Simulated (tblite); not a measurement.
Compound: C8H8ClP.
Z-matrix (Å and degrees, GFN2-xTB geometry), rows numbered from 1:
```
Cl
C   1  1.7400
C   2  1.3854  1  117.86
C   3  1.3839  2  122.00  1   179.99
C   4  1.3861  3  125.04  2     0.04
C   5  1.4774  4  118.91  3  -179.82
C   6  1.5073  5  119.70  4   144.42
C   7  1.4886  6   60.40  5   109.37
P   5  1.7524  4  123.08  3    -0.04
C   2  1.3768  1  118.25  3   179.98
H   3  1.0791  2  118.79  1     0.08
H   4  1.0836  3  117.29  2  -179.91
H   6  1.0842  5  114.02  4    -0.61
H   7  1.0810  6  116.91  8  -108.41
H   7  1.0793  6  118.23  8   109.07
H   8  1.0795  6  118.15  7  -108.95
H   8  1.0809  6  117.07  7   108.44
H  10  1.0822  2  118.65  1    -0.08
```

All values are computed: GFN2-xTB (tblite) harmonic vibrations without scaling, gas phase. Errors from tens to a few hundred cm⁻¹ against measured bands are possible. One conformer, not necessarily the lowest.

Harmonic wavenumbers (cm⁻¹): 46.4, 92.7, 152.3, 204.8, 253.8, 254.4, 295.3, 358.8, 403.2, 465.3, 491.9, 590.3, 600.4, 663.6, 792.8, 798.8, 836.7, 849.9, 866.9, 904.7, 908.6, 948.5, 953.2, 1023.5, 1067.0, 1067.9, 1090.9, 1092.8, 1150.5, 1166.3, 1195.9, 1238.7, 1264.4, 1306.6, 1374.1, 1388.4, 1422.1, 1471.9, 1494.3, 1549.7, 3031.4, 3038.7, 3056.6, 3068.2, 3070.5, 3089.1, 3098.3, 3103.9.

A = 3147, B = 507.2, C = 452.2 MHz; mass 170.005 u (most abundant isotopes); point group Cs, symmetry number 1.

Question: Zero-point energy?

Answer: Half the sum of the wavenumbers: 29328 cm⁻¹ = 350.83 kJ/mol.

Question: Entropy at 298.15 K, 1 bar (ideal gas, RRHO, classical rotation)?

Answer: Translation 172.91, rotation 127.52, vibration 104.74: S = 405.2 J/(mol K).

Question: And Cp and H(298.15 K) − H(0)?

Answer: Cp = 157.08 J/(mol K), of which vibrations give 123.83 (their classical limit is 48 R = 399.1); H(298.15 K) − H(0) = 27.21 kJ/mol without the zero-point energy, 17.29 from vibrations.

Question: Blend soft modes into free rotors: weight 1/[1 + (100 cm⁻¹/ν̃)⁴] for the oscillator and the rest for a rotor with moment μB/(μ + B), μ = h/(8π²ν), B = 10⁻⁴⁴ kg m². What vibrational entropy results?

Answer: 97.71 J/(mol K) in place of 104.74, which changes −T·S at 298.15 K by +2.10 kJ/mol.

Question: Which modes carry the vibrational entropy at 298.15 K?

Answer: 46.4 cm⁻¹: 20.77; 92.7 cm⁻¹: 15.07; 152.3 cm⁻¹: 11.06; 204.8 cm⁻¹: 8.74; 253.8 cm⁻¹: 7.13; 254.4 cm⁻¹: 7.11 J/(mol K); the other 42 give 34.85 together.

Hindered rotation and anharmonicity are outside this model. Other conformers, if any are populated, would add a mixing term that is left out.
